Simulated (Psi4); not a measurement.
**A ladder of methods for GaH2BrO2 (SMILES [OH][Ga]([OH])[Br])**

GaH2BrO2: 6 atoms, total charge 0, spin state singlet. As SMILES, `[OH][Ga]([OH])[Br]`. Geometry: optimised at PBE0/def2-TZVP. This is one conformer, not always the lowest.

```xyz
6

O    -0.5702    1.3430   -0.6537
Ga   -0.2023   -0.3514   -0.2738
O     0.8727   -0.8701    1.0401
Br   -1.1628   -1.9473   -1.5413
H    -0.1354    1.9818   -0.0843
H     1.2549   -0.1513    1.5485
```

Each level gives the HOMO–LUMO gap (eV). The values are calculated.

```
                                 level                    kind  program  value (eV)  CPU time
   PBE-D4/def2-TZVPP (density fitting)                     GGA     Psi4        5.05      66 s
r2SCAN-D4/def2-TZVPP (density fitting)                meta-GGA     Psi4        5.72   2.8 min
 B3LYP-D4/def2-TZVPP (density fitting)           global hybrid     Psi4        6.66      60 s
  PBE0-D4/def2-TZVPP (density fitting)           global hybrid     Psi4        7.30      59 s
  wB97M-V/def2-TZVPP (density fitting)  range-separated hybrid     Psi4       11.38   3.4 min
```

All-electron rows without a relativistic Hamiltonian named are non-relativistic. The values span 5.05 to 11.38 eV. Orbital gaps aren't excitation energies; they tend to grow with the share of exact exchange. Times are those of the runs behind each value, whatever else they computed, on shared processors of several kinds: orders of magnitude only.
